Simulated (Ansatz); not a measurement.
The first iterations of a band of CH$_{4}$BO$_{2}$ (8 atoms, charge -1, multiplicity 1).

Computed with Ansatz, RHF/6-31G*.

```yaml
movable_images: 9
climbing_image: yes
spring: 5.0 eV/Å²
optimiser: quadratic models (default)
start_path: IDPP
force_threshold: 0.03 eV/Å
iteration_limit: 60
end_points: relaxed
```

First end point:

```xyz
8
Properties=species:S:1:pos:R:3
B -0.603 1.002 -0.028
C 0.284 -0.118 -0.068
O 1.642 -0.152 0.238
O -0.061 -1.442 -0.438
H -1.764 0.856 -0.393
H -0.253 2.102 0.342
H 1.755 -0.828 0.895
H -1.000 -1.421 -0.548
```

Last end point:

```xyz
8
Properties=species:S:1:pos:R:3
B -0.720 1.036 0.182
C 0.088 -0.126 -0.022
O 1.499 -0.175 0.001
O -0.379 -1.433 -0.282
H -1.930 0.988 0.064
H -0.222 2.105 0.478
H 1.740 -0.732 0.731
H -0.075 -1.663 -1.151
```

| iteration | highest image above the first end (eV) | largest band force component (eV/Å) |
| --- | --- | --- |
| 1 | 0.166 | 1.006 |
| 2 | 0.122 | 0.799 |

**Question.** Does the band converge within its limit, and where does its top end?

**Answer.** The forces met the threshold. It ended after 5 iterations with the highest image 0.088 eV above the first end. A vibrational analysis at the climbing image gives one clearly imaginary mode, 325i cm⁻¹: a first-order saddle point. Limits of this set-up: an anion without diffuse functions, the dipole of an ion depends on the origin.

Run time: 68 s on 1 thread of Intel(R) Xeon(R) Processor @ 2.70GHz (shared host), peak memory 0.12 GiB.
